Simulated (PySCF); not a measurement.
H6MoO2, multiplicity 1. Atoms are numbered in the order given.

```xyz
9

Mo     0.0000     0.0000    -0.1241
O      1.7325     0.0000     0.6112
H      2.6269     0.0000     0.2450
O     -1.7325     0.0000     0.6112
H     -2.6269     0.0000     0.2450
H     -0.8592     0.0000    -1.5388
H      0.0000    -1.4150    -0.9898
H      0.0000     1.4150    -0.9898
H      0.8592     0.0000    -1.5388
```

Coordinates come from a r2SCAN-D4/def2-SVP optimisation. A frequency run showed that this geometry is not a minimum. The multiplicity is an assumed one; other spin states were not compared. The def2 effective core potentials stand for the cores of Mo; spin–orbit coupling is left out. Other conformers were not sampled.

Level of theory: r2SCAN-D4/def2-SVP (PySCF 2.14.0).

Frequencies are harmonic and unscaled.

Computed harmonic wavenumbers and intensities:
| mode | ν (cm⁻¹) | IR (km/mol) | moving atoms (share of kinetic energy) |
|---|---|---|---|
| 1 | 112i | 9.5 | H 70 %, Mo 15 %, O 14 % |
| 2 | 224 | 15.5 | O 64 %, H 19 %, Mo 17 % |
| 3 | 362 | 0.0 | H 100 % |
| 4 | 460 | 50.9 | H 96 % |
| 5 | 520 | 116.6 | H 97 % |
| 6 | 646 | 246.3 | H 83 %, O 15 % |
| 7 | 666 | 146.0 | H 70 %, O 27 % |
| 8 | 688 | 0.0 | H 84 %, O 16 % |
| 9 | 689 | 148.8 | O 61 %, H 29 %, Mo 10 % |
| 10 | 702 | 18.3 | O 78 %, H 18 % |
| 11 | 857 | 7.0 | H 63 %, O 21 %, Mo 16 % |
| 12 | 870 | 9.5 | H 98 % |
| 13 | 901 | 0.0 | H 100 % |
| 14 | 954 | 41.7 | H 98 % |
| 15 | 1205 | 45.1 | H 99 % |
| 16 | 2034 | 52.1 | H 100 % |
| 17 | 2046 | 11.2 | H 100 % |
| 18 | 2063 | 76.6 | H 98 % |
| 19 | 2072 | 53.3 | H 97 % |
| 20 | 3846 | 361.8 | H 94 % |
| 21 | 3850 | 5.3 | H 94 % |
